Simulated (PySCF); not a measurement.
methane (CH4), singlet, at a GFN2-xTB geometry. Base run: HF/pcseg-1 run with PySCF.

Input for PySCF:
```python
from pyscf import gto, scf

mol = gto.M(
    atom='''
C     0.000000    0.000000    0.000000
H     0.636597    0.627096    0.610389
H    -0.628026   -0.606917    0.638995
H     0.612857   -0.642402   -0.618713
H    -0.621428    0.622223   -0.630670
''',
    basis='pcseg-1',
    charge=0,
    spin=0,
    verbose=4,
)

mf = scf.RHF(mol)
mf.kernel()
```

The base run was repeated with changes; each row names its change, and settings that it needs were set with it.

```json
[
 {"change": "base", "ΔE vs base (mEh)": "0.000", "SCF cycles": "7"},
 {"change": "diis_space = 12", "ΔE vs base (mEh)": "0.000", "SCF cycles": "7"},
 {"change": "level_shift = 1.0 (with mf.max_cycle = 100)", "ΔE vs base (mEh)": "0.000", "SCF cycles": "15"},
 {"change": "diis = off; damp = 0.3 (with mf.diis_start_cycle = 200; with mf.max_cycle = 150)", "ΔE vs base (mEh)": "0.000", "SCF cycles": "14"},
 {"change": "diis = off (with mf.max_cycle = 100)", "ΔE vs base (mEh)": "0.000", "SCF cycles": "9"},
 {"change": "conv_tol = 1e-6", "ΔE vs base (mEh)": "0.000", "SCF cycles": "5"},
 {"change": "init_guess = 1e", "ΔE vs base (mEh)": "0.000", "SCF cycles": "8"},
 {"change": "init_guess = mod_huckel", "ΔE vs base (mEh)": "0.000", "SCF cycles": "7"},
 {"change": "damp = 0.5; diis_start_cycle = 5", "ΔE vs base (mEh)": "0.000", "SCF cycles": "9"},
 {"change": "conv_tol = 1e-11", "ΔE vs base (mEh)": "0.000", "SCF cycles": "8"},
 {"change": "conv_tol_grad = 1e-3", "ΔE vs base (mEh)": "0.000", "SCF cycles": "7"},
 {"change": "DIIS = ADIIS", "ΔE vs base (mEh)": "0.000", "SCF cycles": "9"},
 {"change": "conv_tol = 1e-4", "ΔE vs base (mEh)": "0.000", "SCF cycles": "4"}
]
```
